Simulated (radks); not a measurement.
Question: The mean radii <r> (bohr) of the occupied orbitals of an atom or ion are listed with their occupations. Calculated with a radial shooting solver on a logarithmic mesh with Libxc functionals: Dirac Kohn-Sham, LDA (Slater exchange, Perdew-Zunger correlation), spin-unpolarised, spherical densities, finite nucleus; Fermi nuclear charge, rms radius of each element as measured or else 0.836 A^(1/3) + 0.57 fm.

orbital  occ.      <r>
1s1/2       2  0.02076
2s1/2       2  0.08760
2p1/2       2  0.07293
2p3/2       4  0.08009
3s1/2       2   0.2297
3p1/2       2   0.2193
3p3/2       4   0.2328
3d3/2       4   0.2054
3d5/2       6   0.2096
4s1/2       2   0.5188
4p1/2       2   0.5282
4p3/2       4   0.5593
4d3/2       4   0.5888
4d5/2       6   0.5997
5s1/2       2    1.237
5p1/2       2    1.363
5p3/2       3    1.447
4f5/2       6   0.7662
4f7/2       4   0.7769

Name the element and its charge. Open shells, if any, fill j = l - 1/2 first.

Answer: Z = 67, holmium, charge +4: Ho4+ in [Kr] 4d10 4f10 5s2 5p5. The 1s radius gives Z: for a bare nucleus <r> = (2 gamma + 1)/(2Z) with gamma = sqrt(1 - (Z/c)^2), 0.02048 bohr for Z = 67, and screening makes it slightly larger (0.02076 here). The occupations add up to 63, and the charge is Z minus that.
